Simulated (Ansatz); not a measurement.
```yaml
atoms:
  - { symbol: Ga, position_ang: [0.0000, 0.0000, 0.0000] }
  - { symbol: Si, position_ang: [0.0000, 0.0000, 4.1940] }
  - { symbol: H, position_ang: [0.0000, 2.1097, -1.7702] }
```

Basis set: pcseg-2 (spherical functions). Charge 0, multiplicity 1.

Computed with Ansatz (development build ahead of 0.2.0); each method stands on the lowest determinant of its kind that the runs found. Restricted functionals stand beside restricted open-shell atoms, which can lie above the unrestricted atoms usual in DFT and then raise those values.

(1) Give the atomization energy at this shape (free ground-state atoms in the same class of orbitals less the molecule, no zero-point energy) of singlet GaSiH by PBE0 (unrestricted), PBE0 (restricted), UHF, RHF.

## Answers

(1)

```
             method  atomization energy
PBE0 (unrestricted)             0.99 eV
  PBE0 (restricted)             0.16 eV
                UHF             0.12 eV
                RHF            -1.20 eV
```

Caution: the shape is not the minimum. Caution for PBE0 (unrestricted), UHF: the unrestricted determinant is a mixture of spin states. Caution for PBE0 (restricted), RHF: an unrestricted determinant lies well below. Caution for RHF: the molecule lies well above its atoms at this level.
